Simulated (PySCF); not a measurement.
Compound: CH7GeNSe.
Structure used (PBE0-D3(BJ)/def2-SVP), in Å, numbered top down from 1:
```xyz
11
CH7GeNSe angstrom
C     -2.2689   -0.1770   -0.0884
Se    -0.8656    0.6451    0.9977
Ge     0.9725   -0.3322   -0.0836
N      2.3534    0.8212    0.2330
H     -2.1364    0.0677   -1.1504
H     -2.2902   -1.2659    0.0496
H     -3.2199    0.2438    0.2641
H      1.4013   -1.6871    0.5132
H      0.5496   -0.5329   -1.5642
H      3.2857    0.4514    0.0712
H      2.2670    1.7409   -0.1886
```

Level of theory: PySCF 2.14.0, PBE0-D3(BJ)/def2-SVP geometry optimisation, gas phase.

Masses are those of the commonest isotopes; rigid-rotor values at the optimised geometry. The values belong to one conformer with, in the numbering `[CH3:1][Se:2][GeH2:3][NH2:4]`, C1–Se2–Ge3–N4 155°, Se2–Ge3–N4–H 163° and -66°.

**Question.** What are A, B and C (MHz)?

**Answer.** Ia = 85.26, Ib = 341.01, Ic = 405.87 u·Å²; 505379 MHz·u·Å²/I gives A = 5927, B = 1482, C = 1245 MHz.

**Question.** What kind of rotor is it?

**Answer.** An asymmetric top: κ = (2 × 1482 − 5927 − 1245)/(5927 − 1245) = -0.90.

**Question.** What does the inertial defect say?

**Answer.** Not planar: Δ = Ic − Ia − Ib = -20.40 u·Å². For a rigid frame Δ = −2 Σ m c², so Σ m c² = 10.20 u·Å² lies off the ab plane: 6.67 from hydrogen and 3.52 from heavier atoms. The atom farthest from that plane is 1.46 Å away.

**Question.** Which lines would a microwave search look for?

**Answer.** The dipole components are |μa| = 1.06 D, |μb| = 1.35 D, |μc| = 1.05 D. The squared components, which scale the intensities, stand as 0.62 : 1.00 : 0.61 (a : b : c). Some of the stronger lines:

```
type  branch         J(Ka,Kc)    MHz  lower level (cm⁻¹)
   c       Q  3(1,3) ← 3(0,3)   3894               0.544
   a       R  2(1,1) ← 1(1,0)   5691               0.247
   b       R  1(1,1) ← 0(0,0)   7173               0.000
   a       R  3(1,3) ← 2(1,2)   7821               0.413
   a       R  3(2,1) ← 2(2,0)   8218               0.882
   c       Q  2(2,1) ← 2(1,1)  13336               0.437
   b       Q  3(2,2) ← 3(1,3)  14408               0.674
   c       R  2(2,0) ← 1(1,0)  19037               0.247
   c       R  3(2,1) ← 2(1,1)  21564               0.437
   b       R  3(2,1) ← 2(1,2)  22274               0.413
   b       Q  3(3,0) ← 3(2,1)  22779               1.156
   c       R  3(3,0) ← 2(2,0)  30997               0.882
   b       R  3(3,0) ← 2(2,1)  31007               0.882
```

No frequency check. Zero-point vibration and centrifugal distortion are left out. A rigid rotor knows nothing of inversion at nitrogen or internal rotation, which can split or shift real lines. Quadrupole hyperfine structure (14N) is left out.
